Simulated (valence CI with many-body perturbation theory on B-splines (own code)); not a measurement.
Results of a calculation; reference values are marked as such.
**Hyperfine factors and g values of Bi⁵⁹⁺**

Level of theory: valence CI with perturbative core correlation (CI+MBPT): six valence electrons over a frozen Dirac-Fock core [Ar], a basis of 7 s, 7 p, 8 d, 6 f, 4 g, 1 h functions for each j, with the one-electron correlation potential Σ1 (screened to all orders), the two-electron term Σ2, the three-electron term Σ3, Breit, model QED; selected single and double excitations, second order for the rest, scaled by the run's own slope (own B-spline code, finite nucleus).

The last digits are not significant, and no measured levels were compared; by estimate large intervals hold to a few tenths of a per cent, small ones and those within an open d or f shell to about a per cent. Core correlation moves these levels by up to 18000 cm⁻¹, and in measured spectra 5 to 20 % of such shifts remained as error; rates that hang on mixing are uncertain with them. Among the levels kept, up to 1100 cm⁻¹ of a level comes from second order outside the variational space, and about a tenth of that is noise between levels of different J, which matters for small intervals. The list stops below the first excitations out of the core. Only levels of the ground parity were solved; by the run's estimate the other parity begins above the list, which can be wrong where configurations are misplaced.

A/g_I is the dipole constant over the nuclear g factor μ/I (μ in nuclear magnetons, uniformly magnetised nucleus), B/Q the quadrupole constant per barn. Both hold the static response of the core; the bare values leave it out. Large factors of s and p1/2 electrons are usually good to 5 to 10 %; those of open d and f shells near neutrality can be off by tens of per cent, and small factors of p3/2, d and f electrons come from cancelling terms and can be off by a factor of two or in sign, in half-filled shells by more. B is blank for J = 1/2, where it vanishes, and for nearly pure S terms. Energies count from the lowest level. Levels with J = 0 are left out.

Levels are named by their leading jj configuration (3d3/2^4 stands for four electrons in 3d with j = 3/2), which in mixed levels can hold well under half, so a name can repeat and another be missing. Letters in brackets count levels of one name in rising energy.

| Level | E (cm⁻¹) | g | A/g_I (MHz) | A/g_I bare | B/Q (MHz/b) | B/Q bare |
| --- | --- | --- | --- | --- | --- | --- |
| (3d3/2^4 3d5/2^2) J=4 | 0 | 1.217 | 57000 | 58200 | 99800 | 100000 |
| (3d3/2^4 3d5/2^2) J=2 | 76505 | 1.236 | 56000 | 57400 | -63100 | -63400 |
| (3d3/2^3 3d5/2^3) J=3 [a] | 914740 | 1.314 | 35700 | 37400 | 1590 | 1470 |
| (3d3/2^3 3d5/2^3) J=4 [a] | 920000 | 1.178 | 59600 | 60700 | 89200 | 90000 |
| (3d3/2^3 3d5/2^3) J=1 [a] | 962550 | 1.233 | 60600 | 62000 | -37500 | -37600 |
| (3d3/2^3 3d5/2^3) J=6 | 988350 | 1.092 | 82300 | 83000 | -103000 | -104000 |
| (3d3/2^3 3d5/2^3) J=5 | 991160 | 1.122 | 73200 | 74000 | 51900 | 52300 |
| (3d3/2^3 3d5/2^3) J=2 [a] | 1061600 | 0.992 | 99300 | 99600 | -73700 | -74100 |
| (3d3/2^3 3d5/2^3) J=3 [b] | 1075300 | 1.063 | 87600 | 88100 | 13000 | 12800 |
| (3d3/2^3 3d5/2^3) J=4 [b] | 1207100 | 1.046 | 91600 | 92200 | -87500 | -88300 |
| (3d3/2^3 3d5/2^3) J=1 [b] | 1218700 | 1.250 | 33300 | 34700 | 75100 | 75600 |
| (3d3/2^3 3d5/2^3) J=2 [b] | 1222100 | 1.111 | 76300 | 77100 | 141000 | 142000 |
| (3d3/2^3 3d5/2^3) J=3 [c] | 1227500 | 1.052 | 90800 | 91400 | -120000 | -120000 |
| (3d3/2^2 3d5/2^4) J=2 [a] | 1877100 | 1.419 | 7810 | 9890 | -31500 | -31700 |
| (3d3/2^2 3d5/2^4) J=4 [a] | 1926900 | 1.097 | 77300 | 78000 | 24800 | 25200 |
| (3d3/2^2 3d5/2^4) J=3 [a] | 1956900 | 1.198 | 54700 | 55800 | -35300 | -35600 |
| (3d3/2^2 3d5/2^4) J=5 | 1964900 | 1.081 | 84200 | 84800 | -73400 | -73800 |
| (3d3/2^2 3d5/2^4) J=6 | 1991300 | 1.044 | 91100 | 91600 | -102000 | -102000 |
| (3d3/2^2 3d5/2^4) J=3 [b] | 2033900 | 0.976 | 104000 | 104000 | -745 | -732 |
| (3d3/2^2 3d5/2^4) J=1 | 2050600 | 0.973 | 106000 | 106000 | -32400 | -32600 |
| (3d3/2^2 3d5/2^4) J=4 [b] | 2065500 | 1.034 | 95600 | 96000 | 6280 | 6180 |
| (3d3/2^2 3d5/2^4) J=2 [b] | 2082700 | 1.043 | 92000 | 92500 | -67100 | -67600 |
| (3d3/2^2 3d5/2^4) J=2 [c] | 2195400 | 0.889 | 123000 | 123000 | 2420 | 2520 |
| (3d3/2^2 3d5/2^4) J=4 [c] | 2239700 | 1.149 | 66400 | 67300 | -120000 | -121000 |
| (3d3/2^2 3d5/2^4) J=2 [d] | 2400200 | 1.027 | 92900 | 93300 | 108000 | 109000 |

Take the isotope of mass number 207, with I = 9/2, μ = 4.0729 μN, leaving out the quadrupole term. What is the hyperfine structure of (3d3/2^3 3d5/2^3) J=2 [a]?

From the table A = 89900 MHz. Shifts from the centre of gravity in MHz: F = 5/2: -989000, F = 7/2: -674000, F = 9/2: -270000, F = 11/2: 225000, F = 13/2: 809000.
